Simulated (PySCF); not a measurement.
CH₇BO₂Si, SMILES COB(O)[SiH3]. Atoms are numbered in the order given.

```xyz
12

B      0.6440    -0.0339     0.0000
O      1.9689     0.2861     0.0000
H      2.1342     1.2352     0.0000
O      0.3681    -1.3599     0.0000
C     -0.9153    -1.9339     0.0000
H     -1.0368    -2.5682    -0.8930
H     -1.0368    -2.5682     0.8930
H     -1.7220    -1.1793     0.0000
Si    -0.8020     1.4259     0.0000
H     -1.6892     1.3515     1.2025
H     -1.6892     1.3515    -1.2025
H     -0.1556     2.7777     0.0000
```

Geometry optimised at B3LYP-D3(BJ)/def2-SVP. This is a generated structure with no PubChem entry under its InChIKey; it may be hypothetical. One conformer was computed; it need not be the lowest.

Computed with CAM-B3LYP/def2-TZVP in PySCF.

Symmetry labels are those of the subgroup Cs that the program uses (full group Cs).

### Question
List the valence orbital energies around the gap with their symmetry. (The exact figures need the calculation; the answer reports its results.)

### Answer

```
orbital  symmetry  energy (eV)
-------  --------  -----------
HOMO−7         A'       -14.21
HOMO−6         A'       -13.35
HOMO−5         A"       -12.25
HOMO−4         A'       -11.40
HOMO−3         A'       -11.14
HOMO−2         A"       -11.12
HOMO−1         A"       -10.13
HOMO           A'        -9.33
LUMO           A"         0.81
LUMO+1         A'         1.44
LUMO+2         A'         1.78
LUMO+3         A'         2.27
```
